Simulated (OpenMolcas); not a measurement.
## P: Slater's ratio, thermal populations, worked from levels

```yaml
Program: OpenMolcas 26.06
Basis: ANO-RCC-VQZP [6s5p3d2f1g]
Scalar_Hamiltonian: DKH2, point nucleus
Active_space: 3 electrons in 9 orbitals (RAS2 3p; RAS3 3d 4s, at most 1 electron)
State_averaging: 2S+1 = 4 odd, 1 root; 2S+1 = 2 odd, 8 roots; 2S+1 = 4 even, 15 roots; 2S+1 = 2 even, 18 roots
Spin-orbit_coupling: state interaction with AMFI integrals over the reference wave functions, term energies averaged over their components
```

Methods: RASSCF; MS-RASPT2, IPEA 0.25 Eh, imaginary shift 0.1 Eh (closed shells correlated: 2s 2p 3s). Measured levels: NIST Handbook of Basic Atomic Spectroscopic Data.

**Slater's ratio.** With one set of orbitals, p3 has ²D° - ⁴S° = 9 F2 and ²P° - ²D° = 6 F2 (F2 = F²/25), a ratio of 2/3. Term energies are centres of gravity, weighted by 2J + 1.

```csv
Source,²D° - ⁴S°,²P° - ⁴S°,F2 from the first,Ratio
RASSCF,15355,25387,1706,0.653
MS-RASPT2,11652,22582,1295,0.938
measured,11370,18740,1263,0.648
```

Energies in cm-1. A ratio away from 2/3 shows effects beyond one configuration with one set of orbitals, and in heavier atoms second-order spin-orbit shifts.

**Thermal populations.** Z = Σ (2J + 1) exp(-E/kT) with k = 0.695035 cm-1/K, over the levels below. No other level of either list lies under 55900 cm-1, which is above 7 kT at each temperature.

```tsv
Level	2J + 1	MS-RASPT2	measured
3s² 3p³ ⁴S°_3/2	4	0.0	0.0
3s² 3p³ ²D°_3/2	4	11650	11361
3s² 3p³ ²D°_5/2	6	11650	11377
3s² 3p³ ²P°_1/2	2	22580	18723
3s² 3p³ ²P°_3/2	4	22580	18748
```

```tsv
T (K)	Z, MS-RASPT2	Z, measured levels	Ground level (%), MS-RASPT2	Ground level (%), measured levels
5000	4.359	4.407	91.8	90.8
8000	5.334	5.500	75.0	72.7
```

At 8000 K, kT = 5560 cm-1, and the computed levels give Z = 4.000 + 0.492 + 0.738 + 0.034 + 0.069 = 5.334.

CASPT2 does not keep the components of a term degenerate, so their means are used; among the terms shown or strongly mixed into the levels shown the widest spread is 490 cm-1 (3s² 3p³ ²D°, MS-RASPT2). Over all roots computed the reference weight is 0.90 to 0.96 in MS-RASPT2; the roots of lowest weight are the least certain, and an intruder state may touch them. With the s shell closed, the reference lacks s² → p² mixing. Without dynamic correlation excited terms often stand tens of per cent too high (terms of higher spin than the ground term too low), and those without a measured partner can miss by more than the paired ones (holds for RASSCF). Some terms miss by over 15 % even with CASPT2, which points to a basis or an active space too small for the shells correlated (holds for MS-RASPT2). Computed and measured levels are paired by configuration, term and J; levels that our copy of the source lacks, or whose pairing is in doubt (as where it misses far off the trend of its configuration), stay unpaired and out of the deviations. Levels of configurations outside the active space are missing.

° marks odd parity.
